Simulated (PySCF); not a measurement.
H6Se, SMILES [SeH6]. Geometry optimised at B3LYP-D3(BJ)/def2-TZVP.

Computed equilibrium geometry at B3LYP-D3(BJ)/def2-TZVP (PySCF confirms it by a frequency run) as Cartesian coordinates in Å, and its point group:
point group Oh.
```xyz
7

Se     0.0000     0.0000     0.0000
H      0.0000     1.5613     0.0000
H      0.0000    -1.5613     0.0000
H     -1.5613     0.0000     0.0000
H      1.5613     0.0000     0.0000
H      0.0000     0.0000     1.5613
H      0.0000     0.0000    -1.5613
```
